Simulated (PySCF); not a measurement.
**Diatomics of Tm with the halogens**

HF with double-zeta basis sets in PySCF, for the lowest determinant that a PBE0 search found; no spin–orbit coupling. De refers to high-spin ground-configuration atoms. A positive dipole means M(−)Tm(+).

| M | basis | reference | state (unpaired electrons) | Re (Å) | ωe (cm⁻¹) | De (eV) | μ (D) |
| --- | --- | --- | --- | --- | --- | --- | --- |
| F | x2c-SVPall | UHF | triplet (f population 12.8) | 2.020 | 549 | n/a | 3.80 |
| Cl | x2c-SVPall | UHF | triplet (f population 13.0) | 2.569 | 289 | n/a | 5.26 |
| Br | x2c-SVPall | UHF | triplet (f population 13.0) | 2.741 | 190 | n/a | 5.62 |

The shortest bond is that of TmF (2.020 Å), the longest that of TmBr (2.741 Å).

The state changes along the series, so neighbouring rows are not always alike in their bonding.

These are scalar-relativistic numbers at best; spin–orbit coupling would shift them, the dissociation energy most. Hartree–Fock leaves out correlation, which carries a large part of most bond energies and some tenths to 1 eV of ionisation energies. The state is the lowest single determinant that the PBE0 search found; with open d or f shells the true ground state can be another one.
